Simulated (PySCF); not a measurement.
Job file and geometry (Å, from GFN2-xTB) of an NMR shielding run on SMILES O(BC)BOCC, C$_{3}$H$_{10}$B$_{2}$O$_{2}$, PySCF 2.14.0, density-fitted response routines, GIAO PBE0/pcSseg-1 NMR shielding, non-relativistic, gas phase; density fitting, a coarse starting grid and PySCF grid level 2 are the driver's defaults:

```
$ OMP_NUM_THREADS=1 python probes_run.py task.json out

{"job": {"kind": "nmr", "xc": "PBE0", "basis": "pcSseg-1"}, "charge": 0, "multiplicity": 1}
C      3.519290     0.589231     0.093228
B      2.363133    -0.361601     0.644444
O      1.182833    -0.393382     0.088459
B      0.015501    -0.255684    -0.501733
O     -0.821632     0.710502    -0.049885
C     -2.129810     0.894782    -0.535266
C     -3.153869     0.273074     0.409668
H      3.184306     1.230017    -0.718180
H      3.906184     1.224801     0.886825
H      4.361990     0.003870    -0.269258
H      2.573221    -1.078873     1.562530
H     -0.279425    -0.970739    -1.402655
H     -2.232490     0.456255    -1.536651
H     -2.292571     1.976433    -0.605934
H     -3.034653     0.684994     1.408225
H     -3.008951    -0.803458     0.460069
H     -4.160056     0.481269     0.056203
```

**Question.** What does the program print?

**Answer.** 
```
coarse grid: 13808 points
cycle   1  E = -320.0069298872  dE =  7.713e-01  |g| = 8.343e-01  |ddm| = 3.346e+00
cycle   2  E = -319.8664795903  dE =  1.405e-01  |g| = 1.217e+00  |ddm| = 1.443e+00
cycle   3  E = -320.1371716560  dE = -2.707e-01  |g| = 1.058e-01  |ddm| = 9.491e-01
cycle   4  E = -320.1392595698  dE = -2.088e-03  |g| = 3.741e-02  |ddm| = 8.900e-02
cycle   5  E = -320.1395961532  dE = -3.366e-04  |g| = 4.043e-03  |ddm| = 2.829e-02
cycle   6  E = -320.1395992876  dE = -3.134e-06  |g| = 1.857e-03  |ddm| = 4.338e-03
final grid: 132176 points
cycle   7  E = -320.2010247074  dE = -4.388e-05  |g| = 1.320e-02  |ddm| = 2.330e-02
cycle   8  E = -320.2009915163  dE =  3.319e-05  |g| = 1.911e-02  |ddm| = 1.742e-02
cycle   9  E = -320.2010581990  dE = -6.668e-05  |g| = 1.420e-03  |ddm| = 1.060e-02
cycle  10  E = -320.2010586452  dE = -4.463e-07  |g| = 2.691e-04  |ddm| = 1.204e-03
cycle  11  E = -320.2010586565  dE = -1.132e-08  |g| = 1.203e-04  |ddm| = 2.560e-04
cycle  12  E = -320.2010586589  dE = -2.310e-09  |g| = 4.686e-05  |ddm| = 1.106e-04
cycle  13  E = -320.2010586593  dE = -4.270e-10  |g| = 6.517e-06  |ddm| = 3.309e-05
converged SCF energy = -320.2010586593

GIAO shielding tensors (ppm)
atom      isotropic    diamagn.    paramagn.     s11        s22        s33       span
  0 C      175.492     254.115     -78.624    157.458    173.922    195.095     37.637
  1 B       56.249     193.832    -137.583      0.838     62.382    105.527    104.689
  2 O       69.964     392.954    -322.989     -8.607     61.194    157.307    165.914
  3 B       79.185     201.810    -122.625     62.015     82.776     92.764     30.749
  4 O      173.241     400.527    -227.285      8.570    210.150    301.004    292.434
  5 C      120.832     241.437    -120.605     89.830    106.277    166.391     76.561
  6 C      165.059     247.675     -82.616    146.606    162.813    185.758     39.151
  7 H       31.506      33.081      -1.575     27.784     30.617     36.116      8.333
  8 H       31.047      29.518       1.529     27.972     28.656     36.511      8.539
  9 H       31.107      28.355       2.753     27.940     28.643     36.738      8.797
 10 H       26.153      31.049      -4.896     24.671     25.207     28.581      3.910
 11 H       27.164      32.840      -5.676     24.847     27.069     29.577      4.730
 12 H       27.437      29.885      -2.448     23.212     27.962     31.136      7.924
 13 H       27.451      28.878      -1.426     22.567     27.530     32.257      9.689
 14 H       30.105      29.456       0.648     26.726     28.313     35.275      8.549
 15 H       30.524      30.353       0.171     27.092     29.228     35.253      8.161
 16 H       30.688      26.576       4.112     26.970     27.599     37.495     10.526
```

Size and cost of the density-fitted run: 169 basis functions, 22 s wall time on 1 thread of an Arm Neoverse V1, shared host; peak memory 0.7 GiB.
